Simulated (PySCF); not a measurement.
B3LYP has the VWN-RPA correlation part, as in Gaussian. 

Cl$_{3}$Si, SMILES `Cl[Si](Cl)Cl` (charge 0, multiplicity 2)

Level of theory: B3LYP-D3(BJ)/def2-TZVP (PySCF).

```json
{
 "highest_occupied_spin_orbital": "-6.86 eV",
 "dipole_moment": "0.63 D",
 "total_energy": "-45451.83 eV",
 "cost": "very roughly 2.7 core-minutes"
}
```

Bond lengths (Å): Cl1–Si2 2.058, Si2–Cl3 2.058, Si2–Cl4 2.058. Angles (°): Cl1–Si2–Cl3 109.4, Cl1–Si2–Cl4 109.4, Cl3–Si2–Cl4 109.4.
Charge 0, spin multiplicity 2.
